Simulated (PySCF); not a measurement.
Compound: C10H7F.
Atom-mapped SMILES: `[CH:1]#[C:2][CH2:3][c:4]1[cH:5][c:6]([F:7])[cH:8][c:9]2[c:10]1[CH2:11]2` (hydrogens: H12 on C1; H13, H14 on C3; H15 on C5; H16 on C8; H17, H18 on C11)

Theory: PBE0-D3(BJ)/def2-SVP geometry optimisation, gas phase (PySCF 2.14.0).

Problem. List the bond lengths, angles and torsions at this level.

Solution. 
| bond | length (Å) |
| --- | --- |
| C1≡C2 | 1.211 |
| C2–C3 | 1.460 |
| C3–C4 | 1.511 |
| C4–C5 | 1.411 |
| C5–C6 | 1.396 |
| C6–F7 | 1.334 |
| C6–C8 | 1.406 |
| C8–C9 | 1.376 |
| C9–C10 | 1.351 |
| C10–C11 | 1.493 |
| C4–C10 | 1.380 |
| C9–C11 | 1.492 |
| C1–H12 | 1.074 |
| C3–H13, C3–H14 | 1.102 |
| C5–H15 | 1.092 |
| C8–H16 | 1.091 |
| C11–H17, C11–H18 | 1.100 |

Bonds in one row agree within 0.01 Å and their mean is given. A selection of angles:
| angle | degrees |
| --- | --- |
| C1–C2–C3 | 179.1 |
| C2–C3–C4 | 112.5 |
| C3–C4–C5 | 121.7 |
| C3–C4–C10 | 125.4 |
| C5–C4–C10 | 112.9 |
| C4–C5–C6 | 121.7 |
| C5–C6–F7 | 117.8 |
| C5–C6–C8 | 124.1 |
| F7–C6–C8 | 118.1 |
| C6–C8–C9 | 111.7 |
| C8–C9–C10 | 125.2 |
| C8–C9–C11 | 171.7 |
| C10–C9–C11 | 63.1 |
| C9–C10–C11 | 63.1 |
| C4–C10–C9 | 124.5 |
| C4–C10–C11 | 172.4 |
| C9–C11–C10 | 53.8 |

Torsions: C2–C3–C4–C5 85° (synclinal). The mirror-image conformer, all signs reversed, is as good.

The 11 C–C bonds span 1.211 Å (C1≡C2, drawn triple) to 1.511 Å (C3–C4, drawn single), a spread of 0.300 Å. The 3-membered ring C9–C10–C11 has internal angles of 53.8° to 63.1°. The 6-membered ring C4–C5–C6–C8–C9–C10 has internal angles of 111.7° to 125.2° (sum 720°, against 720° for a flat polygon); it is planar, 0.00 Å rms from its mean plane, widest ring torsion 0°.

Point group: C1 (no symmetry element, even within 0.4 Å). Whether it is a minimum is left open (no frequencies). The numbers are those of one conformer.

Cost: about 2.1 min of CPU time on one thread; the machine was shared, so the figure is rough. These figures are those of the optimisation.
